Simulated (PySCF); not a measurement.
YCl3: computed shieldings and shifts

YCl3, Cl3Y, point group Cs.

Geometry:
| atom | x (Å) | y (Å) | z (Å) |
| --- | --- | --- | --- |
| Y1 | 0.019 | 0.000 | 0.079 |
| Cl2 | 2.436 | 0.001 | 0.410 |
| Cl3 | -1.228 | 2.056 | -0.244 |
| Cl4 | -1.227 | -2.057 | -0.244 |

GIAO calculations in PySCF 2.14 on the PBE0-D3(BJ)/def2-SVP structure: isolated species, scalar relativity only through the core potential, equivalent atoms averaged; basis pcSseg-1 (def2-TZVP on Y).

Task: Give the isotropic shieldings (ppm) with PBE0, wB97X-D.

Result: 
```csv
atoms,environment,PBE0,wB97X-D
Cl2/Cl3/Cl4,chlorine bonded to Y,536,571
HOMO–LUMO gap (eV),–,6.22,9.94
```

Task: And the chemical shifts, against references computed in the same way?

Result: 
```
      atoms  nucleus, reference  PBE0  wB97X-D
Cl2/Cl3/Cl4           ³⁵Cl, HCl   408      368
```

Task: Which part of the shielding of Cl2/Cl3/Cl4 depends on the functional?

Result: Diamagnetic: PBE0 1149, wB97X-D 1149 ppm; paramagnetic: PBE0 -613, wB97X-D -578 ppm. The diamagnetic part, set mainly by inner electrons, hardly moves; the paramagnetic part goes with low-lying magnetically allowed excitations and carries the spread.

Y is described by an effective core potential, so it has no shielding of its own here; spin–orbit effects on the atoms bonded to it, which can be large, are absent, and the values of these neighbours are rough. The averaged Cl atoms aren't alike in the static structure (σ from 530 to 546 ppm); the average presumes fast exchange among these sites.
